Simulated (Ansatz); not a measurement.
Consider the homolysis of the Cl–Si bond: `N[Si](F)(F)Cl` → Cl• + `N[Si](F)F`•.

Isolated molecules relaxed with PBE0-D4/def2-TZVP in Ansatz; ΔE leaves out vibrations. CCSD(T)/CBS is extrapolated from def2-TZVPP and def2-QZVPP, frozen cores. Functionals use def2-TZVPP. B3LYP here is the variant with VWN-RPA as its local correlation; programs differ in this. Open shells (•) are unrestricted, without spin–orbit coupling. Spin–orbit coupling would lower the free atoms: a little for Cl. Each species was taken in one conformer, which may not be the lowest.

What is ΔE at CCSD(T)/CBS? (Best estimate.)

Ansatz gave: +121.0 kcal/mol.

What do these levels give: LDA (SPW92), B3LYP-D4, ωB97M-V, B2PLYP, CCSD/def2-SVP, CCSD/cc-pV(Q+d)Z? (Estimate.)

The calculation gave: LDA (SPW92) 131.1, B3LYP-D4 114.5, ωB97M-V 122.0, B2PLYP 115.3, CCSD/def2-SVP 110.1, CCSD/cc-pV(Q+d)Z 117.1 kcal/mol.

Largest T1 diagnostic among the species: 0.014.

In def2-TZVPP, CCSD(T) changes the Hartree–Fock value by +24.0 kcal/mol (the triples alone add +2.0 kcal/mol) and MP2 by +28.5 kcal/mol; breaking electron pairs costs correlation energy, which Hartree–Fock lacks. The D4 term adds +2.8 kcal/mol with B3LYP and +1.4 kcal/mol with PBE0; it sums over pairs of atoms, weighted by their polarisabilities, and B3LYP, whose exchange is more repulsive, gets the larger term.
